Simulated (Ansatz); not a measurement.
Ga12Sb12H32, a nanocrystal cut from zinc blende GaSb (hydrogen-capped), relaxed as a singlet with RKS PBE-D4/def2-SVP in Ansatz, starting from a model built from a lattice or polyhedron. Force threshold 0.03 eV/Å.

In the def2 sets Sb takes a core potential; there is no spin–orbit coupling. Single mean-field runs in def2-SVP are fitted with def2-universal-jkfit.

Start:

```xyz
56

Ga    0.490   -5.102   -0.905
Ga   -3.964    0.329   -3.419
Ga   -3.943    2.156    0.498
Ga    0.503   -3.283    3.002
Ga   -1.720    0.333    3.715
Ga   -1.736   -1.464   -0.192
Ga    1.815   -1.400   -2.641
Ga   -0.371    2.239   -1.944
Ga    1.809    0.395    1.261
Ga    4.061   -3.216    0.567
Ga   -0.378    4.091    1.996
Ga    3.209    4.167   -0.452
Sb   -3.223   -1.943   -2.357
Sb   -0.980   -3.759    0.867
Sb    2.583   -3.680   -1.578
Sb   -3.175   -0.129    1.571
Sb   -1.837    1.777   -4.080
Sb   -1.823    3.570   -0.164
Sb   -0.947   -1.926    4.762
Sb    2.602   -1.864    2.338
Sb    0.409    1.762    3.055
Sb    0.382   -0.066   -0.871
Sb    1.736    3.658   -2.578
Sb    3.984    1.844    0.612
H     0.937   -6.455   -0.293
H    -0.383   -5.374   -2.133
H    -4.830    0.077   -4.673
H    -4.838    1.135   -2.365
H    -4.778    2.953    1.548
H    -4.794    1.889   -0.754
H     0.959   -4.616    3.632
H    -2.544    1.109    4.773
H     0.965   -1.675   -3.870
H     3.053   -0.550   -3.039
H     4.524   -4.545    1.173
H     5.279   -2.379    0.201
H    -1.204    4.863    3.028
H     0.870    4.895    1.578
H     2.351    4.919    0.584
H     4.417    4.982   -0.856
H    -4.604   -2.854   -1.871
H    -2.227   -2.825   -3.475
H    -2.341   -4.712    1.303
H     3.528   -4.560   -2.736
H    -4.554   -1.062    2.003
H    -2.368    3.249   -4.762
H    -0.936    0.896   -5.216
H    -2.330    5.099   -0.849
H    -2.324   -2.866    5.215
H     0.016   -1.640    6.190
H     3.564   -1.551    3.753
H     1.356    2.072    4.412
H     2.657    2.765   -3.729
H     1.237    5.154   -3.288
H     4.906    0.966   -0.557
H     4.949    2.156    2.008
```

(1) Estimate the energy that the relaxation releases and the steps that it takes.

(2) Does the start keep its bonding?

(3) Predict the relaxed structure.

Answers

(1) 2.90 eV, in 20 steps; 1.7 min on 11 threads of AMD EPYC 7R13 on a shared host and a whole NVIDIA H100 80GB HBM3. The force fell under the threshold at step 16, but the optimiser went on and released 0.002 eV more. No frequencies were taken in this run, so the end may be a saddle point.

(2) By distances, no bond broke or formed. The bond that changes most is Ga2–Sb13, from 2.61 to 2.71 Å (atoms count from 1).

(3) 
```xyz
56

Ga    0.4145   -5.1017   -1.2074
Ga   -3.9010   -0.1477   -4.0914
Ga   -4.3001    2.1076    0.3462
Ga    0.5734   -3.5063    3.1123
Ga   -1.9049    0.5356    3.9436
Ga   -1.7636   -1.4914    0.1091
Ga    1.6925   -1.0672   -2.7552
Ga   -0.6243    2.2981   -1.4353
Ga    1.6989    0.3388    1.5331
Ga    4.2487   -3.0742    0.3665
Ga   -0.1022    4.3291    2.0728
Ga    3.9173    3.9867   -0.8722
Sb   -3.1235   -1.9040   -2.1741
Sb   -0.8283   -3.8400    0.8790
Sb    2.4164   -3.3493   -1.5784
Sb   -3.2449    0.0158    1.7010
Sb   -2.0042    1.7587   -3.6757
Sb   -2.0495    3.6147    0.3308
Sb   -0.9241   -1.8663    4.6506
Sb    2.6186   -2.0186    2.2949
Sb    0.2572    1.8682    3.1403
Sb    0.3002   -0.0447   -0.6705
Sb    1.5658    3.6523   -2.2002
Sb    3.8144    1.7645    0.6826
H     0.9442   -6.4631   -0.6072
H    -0.6318   -4.9930   -2.3921
H    -3.6023   -0.7982   -5.4953
H    -5.2491    0.4865   -3.5840
H    -5.4403    2.7776    1.2004
H    -4.4502    1.6122   -1.1544
H     0.9230   -4.8079    3.9354
H    -2.7374    1.2076    5.1042
H     0.5835   -1.2677   -3.8739
H     2.8967   -0.0471   -2.9299
H     4.7014   -4.4766    0.9342
H     5.2392   -1.8877    0.0182
H    -0.6428    5.3158    3.1744
H     1.1681    4.5869    1.1560
H     3.6828    5.2075    0.0931
H     5.0738    3.7894   -1.9243
H    -4.5103   -2.8290   -1.7554
H    -2.2584   -3.1882   -2.9097
H    -2.2449   -4.6786    1.3885
H     3.3425   -4.1698   -2.7777
H    -4.5281   -1.0073    2.2227
H    -2.6408    3.2614   -4.2170
H    -0.8058    1.6188   -4.8977
H    -2.4222    5.0289   -0.5813
H    -2.2387   -2.7747    5.2875
H    -0.1177   -1.6526    6.1550
H     3.4824   -1.6547    3.7410
H     1.1955    2.0217    4.5762
H     1.9046    3.0692   -3.7795
H     1.0164    5.2047   -2.6943
H     4.8422    0.5662    0.0143
H     4.7770    2.0831    2.0702
```
Bond lengths (bridged metal pairs left out): 32 × Ga–Sb 2.62 to 2.74 Å; 16 × Ga–H 1.57 to 1.59 Å; 16 × H–Sb 1.71 to 1.72 Å.
